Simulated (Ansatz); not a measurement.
Relaxation of Cl2FHSi (5 atoms, charge 0, multiplicity 1), to a largest force component of 0.03 eV/Å in at most 50 steps.

Theory: RKS B3LYP/def2-mTZVP (Ansatz 0.2.0).

```xyz
5
Properties=species:S:1:pos:R:3:forces:R:3
Si -0.776 0.017 0.177 -0.20 0.01 -0.10
H 1.404 -0.080 1.706 0.86 0.06 -0.48
Cl 2.476 0.016 0.909 -0.65 -0.07 0.58
Cl -1.113 1.680 -1.067 0.00 -0.01 0.00
F -0.817 -1.193 -0.893 0.00 0.01 0.00
```

Where does it end, and by what steps?

The forces met the threshold. After 13 steps the energy has fallen by 0.122 eV; H2 moved furthest, 0.81 Å.

| step | energy less start (eV) | largest force component (eV/Å) | accepted |
| --- | --- | --- | --- |
| 0 | 0.0000 | 0.859 | yes |
| 1 | -0.0587 | 0.496 | yes |
| 2 | -0.0744 | 0.573 | yes |
| 3 | -0.1027 | 0.220 | yes |
| 4 | -0.1071 | 0.464 | yes |
| 5 | -0.1142 | 0.192 | yes |
| 6 | -0.1151 | 0.160 | yes |
| 7 | -0.1182 | 0.111 | yes |
| 8 | -0.1200 | 0.087 | yes |
| 9 | -0.1206 | 0.103 | yes |
| 10 | -0.1210 | 0.155 | yes |
| 11 | -0.1218 | 0.048 | yes |
| 12 | -0.1219 | 0.073 | yes |
| 13 | -0.1221 | 0.022 | yes |

```xyz
5
Properties=species:S:1:pos:R:3
Si -1.164 -0.003 0.059
H 2.092 -0.159 2.130
Cl 2.192 0.079 0.857
Cl -1.105 1.698 -1.203
F -0.840 -1.175 -1.011
```

Whether the end is a true minimum wasn't checked by a vibrational analysis.

Time of the run: 25 s on 2 threads of Arm Neoverse V1 (shared host), peak memory 0.17 GiB.
